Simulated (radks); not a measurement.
Values are calculated unless marked as measured or tabulated.
Mean orbital radii <r> (bohr) of neutral strontium, [Kr] 5s2, at several levels of relativity; Dirac values are averaged over j with weights 2j + 1. Spin-unpolarised spherical Kohn-Sham, PBEsol, point nucleus unless stated (finite: rms radius 4.224 fm), a radial shooting solver on a logarithmic mesh with Libxc functionals. A level marked "c x" has the speed of light scaled by that factor.

[
 {"shell": "1s", "non-rel.": "0.04020", "scalar-rel., finite nucleus": "0.03918", "Dirac, finite nucleus": "0.03918", "Dirac, c x 0.75": "0.03835", "change of magnitude, last against first (%)": "-4.60"},
 {"shell": "2s", "non-rel.": "0.1771", "scalar-rel., finite nucleus": "0.1726", "Dirac, finite nucleus": "0.1723", "Dirac, c x 0.75": "0.1684", "change of magnitude, last against first (%)": "-4.90"},
 {"shell": "2p", "non-rel.": "0.1523", "scalar-rel., finite nucleus": "0.1504", "Dirac, finite nucleus": "0.1503", "Dirac, c x 0.75": "0.1487", "change of magnitude, last against first (%)": "-2.34"},
 {"shell": "3s", "non-rel.": "0.5038", "scalar-rel., finite nucleus": "0.4925", "Dirac, finite nucleus": "0.4923", "Dirac, c x 0.75": "0.4830", "change of magnitude, last against first (%)": "-4.13"},
 {"shell": "3p", "non-rel.": "0.5036", "scalar-rel., finite nucleus": "0.4988", "Dirac, finite nucleus": "0.4986", "Dirac, c x 0.75": "0.4947", "change of magnitude, last against first (%)": "-1.78"},
 {"shell": "3d", "non-rel.": "0.4969", "scalar-rel., finite nucleus": "0.4984", "Dirac, finite nucleus": "0.4985", "Dirac, c x 0.75": "0.4999", "change of magnitude, last against first (%)": "+0.59"},
 {"shell": "4s", "non-rel.": "1.384", "scalar-rel., finite nucleus": "1.357", "Dirac, finite nucleus": "1.357", "Dirac, c x 0.75": "1.335", "change of magnitude, last against first (%)": "-3.52"},
 {"shell": "4p", "non-rel.": "1.574", "scalar-rel., finite nucleus": "1.568", "Dirac, finite nucleus": "1.568", "Dirac, c x 0.75": "1.563", "change of magnitude, last against first (%)": "-0.74"},
 {"shell": "5s", "non-rel.": "4.381", "scalar-rel., finite nucleus": "4.315", "Dirac, finite nucleus": "4.316", "Dirac, c x 0.75": "4.262", "change of magnitude, last against first (%)": "-2.72"}
]
